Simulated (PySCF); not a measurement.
C₂H₆FInO, SMILES [CH2](C)[In]([OH])[F]. Coordinates come from a r2SCAN-D4/def2-SVP optimisation. The def2 effective core potentials stand for the cores of In; spin–orbit coupling is left out. Other conformers were not sampled.

Computed equilibrium geometry at r2SCAN-D4/def2-SVP (PySCF confirms it by a frequency run) as a Z-matrix (one conformer of several):
```
C
H 1 1.1023
H 1 1.1025 2 106.71
C 1 1.5236 2 112.23 3 123.24
H 4 1.1016 1 112.24 2 59.31
H 4 1.1016 5 107.41 1 -123.85
H 4 1.1038 5 106.95 6 -114.50
In 1 2.1647 2 104.69 3 -110.63
F 8 1.9672 1 118.79 2 52.79
O 8 2.0010 9 106.01 1 179.98
H 10 0.9676 8 111.91 9 -179.98
```
Charge 0, spin multiplicity 1.
